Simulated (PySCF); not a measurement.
## What an electron can do to GeH

CCSD(T) in PySCF with def2-TZVPPD on every atom, for the lowest determinant that a PBE0 search found; no spin–orbit coupling.

```tsv
species	state (unpaired electrons)	Re (Å)	ωe (cm⁻¹)	energy of the minimum from the neutral (eV)	De (eV)	dissociates to
GeH	doublet (π ↑)	1.591	1907	0.00	2.93	Ge + H
GeH⁺	singlet (closed shell)	1.576	2025	7.69	3.14	Ge⁺ + H
```

Problem. Work out the lowest energy to break GeH into atoms, from its vibrational ground state.

Solution. D0 = De − ωe/2 = 2.93 − 0.12 = 2.81 eV (CCSD(T)/def2-TZVPPD).

Problem. Work out the ionisation energy of the Ge atom at this level and the threshold of dissociative ionisation.

Solution. IE(Ge) = 7.69 + 3.14 − 2.93 = 7.90 eV, so Ge⁺ + H + e⁻ appears at D0 + IE(Ge) = 10.71 eV (CCSD(T)/def2-TZVPPD). The measured IE(Ge) is 7.899 eV (NIST ASD).

These are thermodynamic thresholds; the onsets seen under electron impact lie higher where the geometry changes, and cross-sections peak well above them.

Correlated steps freeze 9 core orbitals. Spin–orbit coupling is left out. For an ion De counts to the pair picked by the measured ionisation energies or electron affinities, which need not be the lowest pair at this level. Where the molecule has an RHF reference, its open-shell atoms are computed with UHF. States were picked by a PBE0 search and need not be the measured ground states.
